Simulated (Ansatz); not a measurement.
Input file for Ansatz (a program for electronic structure): R-r2SCAN/def2-TZVPP on CH3N (SMILES C=N).

Ansatz 0.2 input:
```yaml
crystal:
  periodic: [false, false, false]
  atoms:
    - {symbol: C, position_ang: [-0.55616108, 0.17859463, 0.01043018]}
    - {symbol: N, position_ang: [0.60431036, -0.32397638, -0.01205444]}
    - {symbol: H, position_ang: [-1.41779638, -0.49159692, 0.02133251]}
    - {symbol: H, position_ang: [-0.77630721, 1.25303600, 0.02013119]}
    - {symbol: H, position_ang: [1.31478526, 0.41069737, -0.02003341]}
basis:
  gaussian:
    orbitals: def2-TZVPP
hamiltonian:
  xc: {name: r2SCAN}
accuracy: high
phonons: {}
scf: {lower_state_search: off}
```

It printed:

```
WARN ansatz: RAYON_NUM_THREADS=2 ignored (pool sized by the plan → 2); use --threads N
Functional definition: r2SCAN
these checks for a lower state are left out or cut short: stability, starts, cluster_reference, orbital_swaps, neighbouring_geometries, increment
integrals: 0.14 GiB planned
1927 factors; integrals over basis functions are off by at most 2.1e-9 eV
mean field: 0.37 GiB planned
mean field evaluation 1: about -2568.9931 eV, gradient 5.1e1 eV
mean field evaluation 2: about -2561.1690 eV, gradient 7.5e1 eV
mean field evaluation 4: about -2574.3777 eV, gradient 4.4e0 eV
mean field evaluation 8: about -2574.4245 eV, gradient 3.6e-2 eV
mean field evaluation 16: about -2574.4245 eV, gradient 3.1e-7 eV
mean field -2574.42453307 eV, -94.6083565829 hartree, gradient 8.4e-8 eV, S^2 0.000000; 0 other end points of the search recorded, 0 dependent functions left out
the calculation of the forces begins
reference -2574.42453372 eV, -94.6083566067 hartree; 8, 8 occupied and 96, 96 virtual orbitals, 1927 factors
these checks for a lower state are left out or cut short: stability, starts, cluster_reference, orbital_swaps, neighbouring_geometries, increment
integrals: 0.14 GiB planned
1927 factors; integrals over basis functions are off by at most 2.1e-9 eV
mean field: 0.37 GiB planned
mean field -2574.42426789 eV, -94.6083468377 hartree, gradient 1.1e-8 eV, S^2 0.000000; 0 other end points of the search recorded, 0 dependent functions left out
the calculation of the forces begins
reference -2574.42426854 eV, -94.6083468616 hartree; 8, 8 occupied and 96, 96 virtual orbitals, 1927 factors
these checks for a lower state are left out or cut short: stability, starts, cluster_reference, orbital_swaps, neighbouring_geometries, increment
integrals: 0.14 GiB planned
1927 factors; integrals over basis functions are off by at most 2.1e-9 eV
mean field: 0.37 GiB planned
mean field evaluation 32: about -2574.4243 eV, gradient 2.9e-4 eV
mean field -2574.42426975 eV, -94.6083469058 hartree, gradient 1.1e-8 eV, S^2 0.000000; 0 other end points of the search recorded, 0 dependent functions left out
the calculation of the forces begins
reference -2574.42427040 eV, -94.6083469297 hartree; 8, 8 occupied and 96, 96 virtual orbitals, 1927 factors
these checks for a lower state are left out or cut short: stability, starts, cluster_reference, orbital_swaps, neighbouring_geometries, increment
integrals: 0.14 GiB planned
1927 factors; integrals over basis functions are off by at most 2.1e-9 eV
mean field: 0.37 GiB planned
mean field -2574.42441275 eV, -94.6083521612 hartree, gradient 8.4e-9 eV, S^2 0.000000; 0 other end points of the search recorded, 0 dependent functions left out
the calculation of the forces begins
reference -2574.42441340 eV, -94.6083521851 hartree; 8, 8 occupied and 96, 96 virtual orbitals, 1927 factors
these checks for a lower state are left out or cut short: stability, starts, cluster_reference, orbital_swaps, neighbouring_geometries, increment
integrals: 0.14 GiB planned
1927 factors; integrals over basis functions are off by at most 2.1e-9 eV
mean field: 0.37 GiB planned
mean field -2574.42441304 eV, -94.6083521719 hartree, gradient 9.4e-9 eV, S^2 0.000000; 0 other end points of the search recorded, 0 dependent functions left out
the calculation of the forces begins
reference -2574.42441369 eV, -94.6083521957 hartree; 8, 8 occupied and 96, 96 virtual orbitals, 1927 factors
these checks for a lower state are left out or cut short: stability, starts, cluster_reference, orbital_swaps, neighbouring_geometries, increment
integrals: 0.14 GiB planned
1927 factors; integrals over basis functions are off by at most 2.1e-9 eV
mean field: 0.37 GiB planned
mean field -2574.42428661 eV, -94.6083475253 hartree, gradient 1.8e-8 eV, S^2 0.000000; 0 other end points of the search recorded, 0 dependent functions left out
the calculation of the forces begins
reference -2574.42428725 eV, -94.6083475492 hartree; 8, 8 occupied and 96, 96 virtual orbitals, 1927 factors
these checks for a lower state are left out or cut short: stability, starts, cluster_reference, orbital_swaps, neighbouring_geometries, increment
integrals: 0.14 GiB planned
1927 factors; integrals over basis functions are off by at most 2.1e-9 eV
mean field: 0.37 GiB planned
mean field evaluation 64: about -2574.4242 eV, gradient 2.3e-1 eV
mean field -2574.42428395 eV, -94.6083474278 hartree, gradient 1.9e-8 eV, S^2 0.000000; 0 other end points of the search recorded, 0 dependent functions left out
the calculation of the forces begins
reference -2574.42428460 eV, -94.608
[...]
eference, orbital_swaps, neighbouring_geometries, increment
integrals: 0.14 GiB planned
1927 factors; integrals over basis functions are off by at most 2.1e-9 eV
mean field: 0.37 GiB planned
mean field evaluation 96: about -2574.4245 eV, gradient 1.4e-8 eV
mean field -2574.42446251 eV, -94.6083539897 hartree, gradient 1.4e-8 eV, S^2 0.000000; 0 other end points of the search recorded, 0 dependent functions left out
the calculation of the forces begins
reference -2574.42446316 eV, -94.6083540135 hartree; 8, 8 occupied and 96, 96 virtual orbitals, 1927 factors
these checks for a lower state are left out or cut short: stability, starts, cluster_reference, orbital_swaps, neighbouring_geometries, increment
integrals: 0.14 GiB planned
1927 factors; integrals over basis functions are off by at most 2.1e-9 eV
mean field: 0.37 GiB planned
mean field -2574.42446265 eV, -94.6083539947 hartree, gradient 1.5e-8 eV, S^2 0.000000; 0 other end points of the search recorded, 0 dependent functions left out
the calculation of the forces begins
reference -2574.42446330 eV, -94.6083540186 hartree; 8, 8 occupied and 96, 96 virtual orbitals, 1927 factors
these checks for a lower state are left out or cut short: stability, starts, cluster_reference, orbital_swaps, neighbouring_geometries, increment
integrals: 0.14 GiB planned
1927 factors; integrals over basis functions are off by at most 2.1e-9 eV
mean field: 0.37 GiB planned
mean field -2574.42450383 eV, -94.6083555081 hartree, gradient 2.8e-8 eV, S^2 0.000000; 0 other end points of the search recorded, 0 dependent functions left out
the calculation of the forces begins
reference -2574.42450448 eV, -94.6083555320 hartree; 8, 8 occupied and 96, 96 virtual orbitals, 1927 factors
these checks for a lower state are left out or cut short: stability, starts, cluster_reference, orbital_swaps, neighbouring_geometries, increment
integrals: 0.14 GiB planned
1927 factors; integrals over basis functions are off by at most 2.1e-9 eV
mean field: 0.37 GiB planned
mean field -2574.42450349 eV, -94.6083554955 hartree, gradient 3.0e-8 eV, S^2 0.000000; 0 other end points of the search recorded, 0 dependent functions left out
the calculation of the forces begins
reference -2574.42450414 eV, -94.6083555194 hartree; 8, 8 occupied and 96, 96 virtual orbitals, 1927 factors
these checks for a lower state are left out or cut short: stability, starts, cluster_reference, orbital_swaps, neighbouring_geometries, increment
integrals: 0.14 GiB planned
1927 factors; integrals over basis functions are off by at most 2.1e-9 eV
mean field: 0.37 GiB planned
mean field evaluation 128: about -2574.4245 eV, gradient 2.6e-8 eV
mean field -2574.42451192 eV, -94.6083558055 hartree, gradient 2.6e-8 eV, S^2 0.000000; 0 other end points of the search recorded, 0 dependent functions left out
the calculation of the forces begins
reference -2574.42451257 eV, -94.6083558294 hartree; 8, 8 occupied and 96, 96 virtual orbitals, 1927 factors
these checks for a lower state are left out or cut short: stability, starts, cluster_reference, orbital_swaps, neighbouring_geometries, increment
integrals: 0.14 GiB planned
1927 factors; integrals over basis functions are off by at most 2.1e-9 eV
mean field: 0.37 GiB planned
mean field -2574.42451225 eV, -94.6083558177 hartree, gradient 2.6e-8 eV, S^2 0.000000; 0 other end points of the search recorded, 0 dependent functions left out
the calculation of the forces begins
reference -2574.42451290 eV, -94.6083558416 hartree; 8, 8 occupied and 96, 96 virtual orbitals, 1927 factors
these checks for a lower state are left out or cut short: stability, starts, cluster_reference, orbital_swaps, neighbouring_geometries, increment
integrals: 0.14 GiB planned
1927 factors; integrals over basis functions are off by at most 2.1e-9 eV
mean field: 0.37 GiB planned
mean field -2574.42448214 eV, -94.6083547112 hartree, gradient 2.1e-8 eV, S^2 0.000000; 0 other end points of the search recorded, 0 dependent functions left out
the calculation of the forces begins
reference -2574.42448279 eV, -94.6083547351 hartree; 8, 8 occupied and 96, 96 virtual orbitals, 1927 factors
these checks for a lower state are left out or cut short: stability, starts, cluster_reference, orbital_swaps, neighbouring_geometries, increment
integrals: 0.14 GiB planned
1927 factors; integrals over basis functions are off by at most 2.1e-9 eV
mean field: 0.37 GiB planned
mean field -2574.42448204 eV, -94.6083547074 hartree, gradient 2.1e-8 eV, S^2 0.000000; 0 other end points of the search recorded, 0 dependent functions left out
the calculation of the forces begins
reference -2574.42448269 eV, -94.6083547313 hartree; 8, 8 occupied and 96, 96 virtual orbitals, 1927 factors
these checks for a lower state are left out or cut short: stability, starts, cluster_reference, orbital_swaps, neighbouring_geometries, increment
integrals: 0.14 GiB planned
1927 factors; integrals over basis functions are off by at most 2.1e-9 eV
mean field: 0.37 GiB planned
mean field evaluation 160: about -2574.4245 eV, gradient 2.9e-8 eV
mean field -2574.42445982 eV, -94.6083538910 hartree, gradient 1.2e-8 eV, S^2 0.000000; 0 other end points of the search recorded, 0 dependent functions left out
the calculation of the forces begins
reference -2574.42446047 eV, -94.6083539149 hartree; 8, 8 occupied and 96, 96 virtual orbitals, 1927 factors
these checks for a lower state are left out or cut short: stability, starts, cluster_reference, orbital_swaps, neighbouring_geometries, increment
integrals: 0.14 GiB planned
1927 factors; integrals over basis functions are off by at most 2.1e-9 eV
mean field: 0.37 GiB planned
mean field -2574.42446007 eV, -94.6083539000 hartree, gradient 1.5e-8 eV, S^2 0.000000; 0 other end points of the search recorded, 0 dependent functions left out
the calculation of the forces begins
reference -2574.42446072 eV, -94.6083539239 hartree; 8, 8 occupied and 96, 96 virtual orbitals, 1927 factors
these checks for a lower state are left out or cut short: stability, starts, cluster_reference, orbital_swaps, neighbouring_geometries, increment
integrals: 0.14 GiB planned
1927 factors; integrals over basis functions are off by at most 2.1e-9 eV
mean field: 0.37 GiB planned
mean field -2574.42449320 eV, -94.6083551174 hartree, gradient 1.2e-8 eV, S^2 0.000000; 0 other end points of the search recorded, 0 dependent functions left out
the calculation of the forces begins
reference -2574.42449385 eV, -94.6083551413 hartree; 8, 8 occupied and 96, 96 virtual orbitals, 1927 factors
these checks for a lower state are left out or cut short: stability, starts, cluster_reference, orbital_swaps, neighbouring_geometries, increment
integrals: 0.14 GiB planned
1927 factors; integrals over basis functions are off by at most 2.1e-9 eV
mean field: 0.37 GiB planned
mean field -2574.42449373 eV, -94.6083551369 hartree, gradient 8.4e-9 eV, S^2 0.000000; 0 other end points of the search recorded, 0 dependent functions left out
the calculation of the forces begins
reference -2574.42449438 eV, -94.6083551608 hartree; 8, 8 occupied and 96, 96 virtual orbitals, 1927 factors
Total energy: -2574.42453372 eV, -94.6083566067 hartree
Atom 0 at    -0.556161     0.178595     0.010430 Å, force    -0.000128     0.000026     0.000002 eV/Å
Atom 1 at     0.604310    -0.323976    -0.012054 Å, force     0.000259     0.000061    -0.000004 eV/Å
Atom 2 at    -1.417796    -0.491597     0.021333 Å, force     0.000055     0.000085    -0.000000 eV/Å
Atom 3 at    -0.776307     1.253036     0.020131 Å, force    -0.000072    -0.000025     0.000001 eV/Å
Atom 4 at     1.314785     0.410697    -0.020033 Å, force    -0.000113    -0.000146     0.000001 eV/Å
Dipole moment:    -0.158202     0.377750     0.004782 e Å
Vibrations: 1074.93 1093.43 1175.39 1371.13 1490.08 1704.75 2994.87 3099.18 3423.77 cm⁻¹, zero-point energy 1.080369 eV
Checks for a lower state left out: stability, starts, cluster_reference, orbital_swaps, neighbouring_geometries, increment
```

The run converged.

Cost: roughly 110 core-seconds.
